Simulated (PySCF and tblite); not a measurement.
Results of a calculation; reference values are marked as such.
Barrier and rate of a rotation

System: C4H3FN2O2, numbered as in [O:1]=[CH:2][O:3][c:4]1[n:5][cH:6][nH:7][c:8]1[F:9].

Motion: rotation about the C4–O3 bond (torsion N5–C4–O3–C2 from 129° to 231°, rising). The path came from a restrained scan, a climbing-image band and a saddle search at GFN2-xTB; energies are PBE0/pcSseg-1 + D3(BJ)//GFN2-xTB, thermal terms GFN2-xTB. Rates follow Eyring's equation with the number of equivalent paths and no tunnelling. Run with tblite and PySCF.

```csv
point,symmetry,E(GFN2) kcal/mol,E(DFT) kcal/mol,ZPE change kcal/mol,lowest mode cm⁻¹,dipole D
start,C1,0.0,0.0,0.00,40,3.32
saddle,Cs,1.4,1.9,-0.08,56i,3.33
end,C1,0.0,0.0,0.00,40,3.32
```

```
Electronic barrier                                      : 1.9 kcal/mol
Barrier with zero-point energy                          : 1.8 kcal/mol
ΔH‡ (298 K)                                             : 1.2 kcal/mol
ΔS‡ (298 K, symmetry apart)                             : -4.1 cal/(mol K)
Paths                                                   : 1 equivalent path
End point                                               : the same structure with atoms interchanged, or its mirror image
Mean lifetime of the start against this motion at 298 K : 10 ps
Cost                                                    : 68 s on 1 thread of Arm Neoverse N1, shared host (rough), peak memory 0.77 GiB, launched as `OMP_NUM_THREADS=1 python ens_run.py task.json out`
```

| T/K | ΔG‡ kcal/mol | k s⁻¹ |
| --- | --- | --- |
| 150 | 2.1 | 3×10⁹ |
| 200 | 2.2 | 1.6×10¹⁰ |
| 250 | 2.3 | 4.7×10¹⁰ |
| 298 | 2.5 | 9.6×10¹⁰ |
| 350 | 2.6 | 1.7×10¹¹ |
| 400 | 2.8 | 2.5×10¹¹ |
| 500 | 3.1 | 4.6×10¹¹ |

ΔG and ΔG‡ leave out symmetry numbers and mirror images; rates count paths: 1 out.

The barrier is low, and the GFN2-xTB saddle may lie off the DFT one, so take it as rough.
